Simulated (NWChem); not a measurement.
System: AlGeH₄F; SMILES [F][AlH][GeH3]

All runs: NWChem. Coordinates come from a B3LYP/6-31G* (spherical d) optimisation. Level: PBE0/def2-SVPD; rows give the wavelength of the field.

**Question.** Order these by “anisotropy (bohr³)”, lowest first: 589 nm; 1065 nm; static.

**Answer.** static (21.7), 1065 nm (22.4), 589 nm (24.3)
